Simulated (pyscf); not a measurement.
This saddle point was located with ωB97X-D3(BJ)/def2-SVPD in PySCF.

```
C
H 1 1.1131
N 1 1.4858 2 112.35
H 3 1.0235 1 107.36 2 -33.62
C 1 1.5306 2 107.89 3 120.48
H 5 1.1022 1 110.41 2 -62.10
H 5 1.1026 6 107.77 1 118.53
H 5 1.1052 6 109.43 7 117.80
C 1 1.5420 2 114.77 5 125.19
H 9 1.1086 1 111.61 2 27.58
H 9 1.1112 10 108.63 1 129.59
H 3 1.3805 4 103.53 1 77.46
```
Charge -1, spin multiplicity 1.

Surface: singlet, charge -1. Lowest wavenumbers (cm⁻¹): 1811i, 214, 253, 372, 419.

Name the species on either side of this saddle.

H₃C–CH(CH₃)–NH⁻ ⇌ H₂C⁻–CH(CH₃)–NH₂, a hydrogen shift read from left to right: C–H broken and H–N formed. At ωB97M-D3(BJ)/def2-TZVPD it lies +148.5 kJ/mol from the left side and +103.5 kJ/mol from the right (each side as separated species at their lowest minima found). This is the saddle that the search found; another between the same sides may lie lower.
